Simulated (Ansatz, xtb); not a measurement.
Stretching the Mg1–F3 bond in FHMg (SMILES [F][MgH]) (multiplicity 1 held, fragments rigid). Energies count from the point at 1.761 Å.
Geometry at that point (charge 0, multiplicity 1):
```xyz
3

Mg     0.000     0.000    -0.644
H      0.000     0.000    -2.326
F      0.000     0.000     1.117
```

Restricted levels (R-, RO-) in cc, def2 and unpolarised 6-31G sets keep to the state of the molecule at rest. U- levels take the lowest unrestricted solution at each point, which mixes spins at long bonds. Left out are points that failed, MP2 points in a non-variational dive below the minimum, coupled-cluster points behind a sign of a changed root (a jump of the amplitudes, or a one-step jump against full CI or MRCI), small-basis points behind a change of solution, and semi-empirical points at long bonds. Levels need not reach the same state.

Correlated levels freeze the cores.

Programs: Ansatz (an electronic-structure program); xtb for the GFN methods.  The GFN methods have no spin term and hold the electronic entropy of 300 K.

Energies in kcal/mol.

```csv
R (Å),GFN2-xTB,U-HF/def2-SVPD,U-MP2/def2-SVPD,R-SCS-MP2/def2-SVPD,R-CCSDT/def2-SVPD,R-CCSDT(Q)/def2-SVPD
1.409,31.2,59.0,65.6,65.3,65.0,65.0
1.585,1.9,9.9,13.1,12.9,12.8,12.8
1.761,0.0,0.0,0.0,0.0,0.0,0.0
1.937,6.2,6.4,3.7,3.8,3.9,3.9
2.113,14.9,19.1,14.2,14.5,14.5,14.5
2.377,29.1,41.0,33.7,34.1,34.1,34.0
2.642,43.0,61.7,52.8,53.3,53.2,53.0
3.082,63.9,90.3,80.3,80.9,80.3,79.9
3.522,80.3,102.8,139.9,102.7,101.4,100.8
4.050,93.9,104.8,146.7,122.6,120.3,118.9
4.755,104.7,105.4,148.7,141.2,136.1,119.6
5.635,left out,105.6,149.1,156.6,left out,left out
```

Doubts at one or more of the structures used: a spin-contaminated determinant (U-HF/def2-SVPD, U-MP2/def2-SVPD); a restricted determinant that unrestricted orbitals would lower (R-SCS-MP2/def2-SVPD, R-CCSDT/def2-SVPD, R-CCSDT(Q)/def2-SVPD); T1 above 0.05 (R-CCSDT/def2-SVPD, R-CCSDT(Q)/def2-SVPD); other coupled-cluster roots lie near (R-CCSDT/def2-SVPD, R-CCSDT(Q)/def2-SVPD).
